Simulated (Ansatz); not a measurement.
CH$_{3}$Cl$_{2}$F$_{2}$NW (`C[N]=[W]([F])([F])([Cl])[Cl]`), relaxed with RKS PBE-D4/def2-SVP in the Gaussian-basis code of Ansatz from a rough embedded geometry. The force threshold is 0.03 eV/Å; the program also tests the step.

Charge 0, multiplicity 1. W takes the def2 core potential.

Start:

```xyz
10

C    -1.543    1.026   -0.381
N    -0.985    0.043    0.586
W     0.794   -0.631    0.207
F     0.998   -0.171    2.058
F     2.885   -0.791    0.524
Cl    1.838   -2.854    1.030
Cl    0.985   -0.262   -2.284
H    -0.677    1.648   -0.797
H    -2.041    0.396   -1.133
H    -2.252    1.597    0.190
```

Question: By how much does the energy fall, and how many steps does the optimiser take? (Estimate.)

Answer: The calculation gave: 561.73 kJ/mol, in 13 steps.

Question: Which bonds change most? (Best estimate.)

Answer: The calculation gave: W3–Cl6 from 2.591 to 2.322 Å; W3–F5 from 2.121 to 1.894 Å; N2–W3 from 1.939 to 1.724 Å; W3–Cl7 from 2.525 to 2.324 Å.

Question: Give the relaxed structure. (Best estimate.)

Answer: The calculation gave: 
```xyz
10

C    -1.482    0.954   -0.329
N    -0.298    0.229   -0.050
W     1.138   -0.656    0.302
F     1.305   -0.569    2.185
F     2.517    0.642    0.319
Cl    0.335   -2.814    0.605
Cl    1.902   -1.238   -1.815
H    -1.264    1.801   -1.014
H    -2.233    0.292   -0.813
H    -1.919    1.359    0.609
```
